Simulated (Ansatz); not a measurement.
Geometry optimisation, RKS B3LYP-D4/def2-SVP (Ansatz).

Input file:

```yaml
crystal:
  periodic: [false, false, false]
  atoms:
    - { symbol: O, position_ang: [-1.01406, -1.32663, -0.20659] }
    - { symbol: Se, position_ang: [-0.55341, -0.29378, 1.18804] }
    - { symbol: Si, position_ang: [0.79219, 0.92615, -0.06583] }
    - { symbol: H, position_ang: [-1.70189, -1.96139, 0.02828] }
    - { symbol: H, position_ang: [0.92143, 0.6509, -1.48897] }
    - { symbol: H, position_ang: [1.55573, 2.00475, 0.54506] }
total_charge: 1
basis:
  gaussian: { orbitals: def2-SVP }
hamiltonian:
  xc: b3lyp
  dispersion: d4
relax:
  f_tol: 0.015
  max_steps: 40
output:
  orbitals: {}
```

Run as:

```bash
$ ansatz run input.yaml --threads 1 --pin off --max-ram 2048MiB --backend cpu --events-out ev --progress --plain --runs-dir out
```

Task: Where does it end, and by what steps?

Result: It converged. Limits of this set-up: the dipole of an ion depends on the origin. After 9 steps the energy has fallen by 0.071 eV; H4 moved furthest, 0.35 Å.

```tsv
step	energy less start (eV)	largest force component (eV/Å)	accepted
0	0.0000	0.463	yes
1	-0.0364	0.323	yes
2	-0.0446	0.592	yes
3	-0.0650	0.186	yes
4	-0.0564	0.455	no
5	-0.0704	0.071	yes
6	-0.0708	0.029	yes
7	-0.0707	0.115	no
8	-0.0709	0.023	yes
9	-0.0709	0.003	yes
```

```xyz
6
Properties=species:S:1:pos:R:3
O -0.841 -1.555 -0.074
Se -0.457 -0.355 1.216
Si 0.752 0.939 -0.081
H -1.811 -1.665 -0.117
H 0.863 0.598 -1.514
H 1.494 2.039 0.569
```

Time of the run: 30 s on 1 thread of Arm Neoverse V1, with other jobs on the host, peak memory 0.15 GiB.
